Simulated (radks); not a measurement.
Values are calculated unless marked as measured or tabulated.
The silicon anion Si- inside a hard spherical wall (all orbitals vanish at R), configuration held at [Ne] 3s2 3p3 and not refilled when levels cross. Code: a radial shooting solver on a logarithmic mesh with Libxc functionals. Model: scalar-relativistic Kohn-Sham, PBEsol, spin-unpolarised, spherical densities, finite nucleus; Fermi nuclear charge, rms radius 3.1224 fm. Eigenvalues in eV, with the zero of energy where the potential of the charges vanishes at infinity; a dash marks a level that is unbound or too diffuse for the functional's potential to be trusted. A positive occupied level is held by the wall or, in an anion where self-interaction has pushed it up, behind a barrier. The pressure on the wall is -dE/dV.

R (bohr)  E (hartree)  kinetic (hartree)    e(2s)    e(2p)   e(3s)   e(3p)  e(4s, empty)  e(4p, empty)  pressure (GPa)
20         -289.33880            289.975  -132.94  -89.230  -4.894   1.312         2.016         2.310        0.000482
15         -289.33792            289.977  -132.77  -89.063  -4.739   1.448         2.675         3.334         0.00376
12         -289.33574            289.985  -132.51  -88.807  -4.513   1.650         3.460         4.600          0.0218
10         -289.33094            290.002  -132.13  -88.418  -4.191   1.949         4.496         6.207          0.0938
5          -289.09705            290.856  -125.54  -81.810   0.377   7.141        21.055        26.703            21.4
3.5        -288.14435            293.750  -113.58  -69.759   9.836  18.503        55.919        64.056             274
3          -287.10153            296.528  -105.41  -61.503  18.200  28.237        85.066        93.759             767
2          -279.33783            314.677  -72.735  -28.060  72.258  86.321        248.57        250.83           10200
